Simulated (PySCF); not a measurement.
Species: C8H8F6.
InChI=1S/C8H8F6/c1-4-2-3-5(7(9,10)11)6(4)8(12,13)14/h5-6H,1-3H2/t5-,6+/m1/s1

The calculation used TDDFT B3LYP/def2-SVPD, vertical, gas phase, core orbitals frozen in the response in PySCF 2.14.0, density-fitted response routines. One conformer (not necessarily the lowest) at the PBE0-D3(BJ)/def2-SVP geometry, without solvent, vibrations or thermal averaging.

Orbital energies (eV): HOMO-3 -10.19, HOMO-2 -9.78, HOMO-1 -9.74, HOMO -7.58, LUMO -0.89, LUMO+1 0.15, LUMO+2 0.74.

Computed singlets:

```json
{"state": "S1", "E (eV)": "6.45", "f": "0.171"}
{"state": "S2", "E (eV)": "6.96", "f": "0.081"}
{"state": "S3", "E (eV)": "7.45", "f": "0.014"}
{"state": "S4", "E (eV)": "7.53", "f": "0.0040"}
{"state": "S5", "E (eV)": "7.68", "f": "0.028"}
{"state": "S6", "E (eV)": "7.93", "f": "0.015"}
{"state": "S7", "E (eV)": "7.99", "f": "0.028"}
{"state": "S8", "E (eV)": "8.30", "f": "0.0078"}
{"state": "S9", "E (eV)": "8.31", "f": "0.0058"}
{"state": "S10", "E (eV)": "8.37", "f": "0.0089"}
```

Assign a leading configuration to S1, S2, S3, S4 and S7 and set E beside the orbital difference Δε.

| state | leading configuration | weight | Δε (eV) | E (eV) | E − Δε (eV) | f | other configurations |
| --- | --- | --- | --- | --- | --- | --- | --- |
| S1 | HOMO→LUMO | 0.81 | 6.69 | 6.45 | -0.24 | 0.171 | H→L+1 (14%) |
| S2 | HOMO→LUMO+1 | 0.80 | 7.73 | 6.96 | -0.77 | 0.081 | H→L (12%) |
| S3 | HOMO→LUMO+2 | 0.87 | 8.32 | 7.45 | -0.87 | 0.014 | – |
| S4 | HOMO-1→LUMO | 0.91 | 8.85 | 7.53 | -1.32 | 0.0040 | – |
| S7 | HOMO-2→LUMO | 0.92 | 8.89 | 7.99 | -0.90 | 0.028 | – |

E − Δε runs from -1.32 to -0.24 eV. Among themselves, these states come in the order of their orbital differences.

H and L stand for HOMO and LUMO. The other states: S5 7.68 eV, f 0.028, H→L+3 (84%); S6 7.93 eV, f 0.015, H→L+4 (79%); S8 8.30 eV, f 0.0078, H-3→L (30%), H→L+5 (27%), H→L+6 (23%); S9 8.31 eV, f 0.0058, H-3→L (53%), H→L+5 (17%), H→L+6 (11%); S10 8.37 eV, f 0.0089, H→L+6 (52%), H→L+5 (42%).

Pair triplets and singlets of the same leading configuration (75% or more in both) and give the splittings.

```
configuration  triplet  E(T) (eV)  singlet  E(S) (eV)  E(S) − E(T) (eV)
    HOMO→LUMO       T1       4.09       S1       6.45             +2.36
  HOMO→LUMO+1       T2       6.72       S2       6.96             +0.24
  HOMO-1→LUMO       T3       7.12       S4       7.53             +0.40
  HOMO→LUMO+2       T4       7.34       S3       7.45             +0.11
```

The 4 triplets are Tamm–Dancoff values, the singlets full response.

Summed over the main configurations (up to three a state, each over 8%) of all 10 singlets, the electron leaves HOMO with weight 6.11, HOMO-2 with weight 0.92, HOMO-1 with weight 0.91 and HOMO-3 with weight 0.83.
